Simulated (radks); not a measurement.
Spherical quantum dot in the effective-mass picture: electrons in a parabolic well V = omega^2 r^2 / 2 with omega = 4.81, all in effective atomic units (hartree* = m*/eps^2 hartree, bohr* = eps/m* bohr), one dielectric constant everywhere. Method: non-relativistic Kohn-Sham, exchange-only LDA, spin-polarised, spherical densities; computed with a radial shooting solver with Libxc functionals. Levels are named by radial order and angular momentum (1s, 1p, 1d, 2s, ...), and open shells are averaged over m.

N = 3, configuration 1s2 1p(up 1, down 0). This is the lowest configuration that the search found. Occupied and some empty levels:

level,occupation,eigenvalue (hartree*),<r> (bohr*)
1s up,1,10.842,0.5426
1s down,1,11.026,0.5406
1p up,1,15.185,0.7111
1p down,0,15.397,0.7112
1d up,0,19.674,0.8444
1d down,0,19.882,0.8460
2s up,0,19.904,0.7847
2s down,0,20.060,0.7868
1f up,0,24.254,0.9586
1f down,0,24.444,0.9611

Energy (hartree*): total 31.0528, kinetic 12.157, external 14.403, Hartree 6.7535, exchange-correlation -2.2611.

Electron density:

r (bohr*),n(r) (e/bohr*^3)
0.0582,3.112
0.123,3.019
0.188,2.863
0.252,2.650
0.317,2.389
0.382,2.094
0.447,1.780
0.511,1.464
0.576,1.163
0.641,0.8914
0.706,0.6571
0.770,0.4659
0.835,0.3170
0.900,0.2072
0.965,0.1298
1.03,0.07823
1.09,0.04496
1.16,0.02475
1.22,0.01305
1.29,0.006665
